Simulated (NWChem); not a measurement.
Isomers of C$_{2}$H$_{5}$BF$_{2}$O, each optimised at PBE0/def2-SVP with NWChem, gas phase unless a solvent is named. Flexible species stand in one conformer each, which need not be the lowest.  Relative energies count from the lowest isomer at each level and are electronic, without zero-point energy, on those geometries. Shieldings are non-relativistic GIAO values without spin-orbit effects.

A: OB(CF)CF
B: [C@@H](C)(O)B(F)F
C: C(CB(F)F)O
D: FB(OCC)F

```csv
quantity,A,B,C,D
"relative energy, B3LYP/def2-TZVP (kcal/mol)",83.6,35.1,___,0.0
"highest harmonic frequency (cm⁻¹), PBE0/def2-SVP",3809,3874,___,3170
"11B shift against boron trifluoride, PBE0/pcSseg-1 (ppm)",38.2,16.7,___,2.4
```

Task: Complete the blanks.

Result: 
- relative energy, B3LYP/def2-TZVP (kcal/mol), C: 32.1
- highest harmonic frequency (cm⁻¹), PBE0/def2-SVP, C: 3878
- 11B shift against boron trifluoride, PBE0/pcSseg-1 (ppm), C: 17.4
